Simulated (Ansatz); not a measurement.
```xyz
12

Al   -1.622    1.104    0.273
N    -0.239    0.982   -0.911
Si    0.646   -0.467   -0.990
C     1.037   -1.002    0.803
Cl   -0.411   -0.618    1.812
H    -2.886    0.179    0.033
H    -1.690    2.428    1.144
H     0.294    1.825   -1.075
H    -0.149   -1.581   -1.568
H     1.947   -0.337   -1.701
H     1.210   -2.070    0.934
H     1.862   -0.444    1.246
```

Charge 0, multiplicity 1.

Q: List the r2SCAN/def2-TZVPP orbital energies in eV (Ansatz 0.2.0). (Best estimate.)

A: Ansatz gave: Occupied: -2754.52, -1791.30, -1516.45, -384.41, -274.82, -255.87, -194.46, -194.26, -194.22, -141.71, -109.95, -96.58, -96.57, -96.55, -70.28, -70.08, -70.05, -23.22, -21.44, -18.01, -13.63, -12.12, -11.82, -11.41, -10.75, -9.52, -8.74, -8.57, -8.31, -7.79, -7.03, -6.40. Lowest empty: -1.30, -0.22, -0.05, 0.74, 1.29, 1.55, 1.71, 2.12.
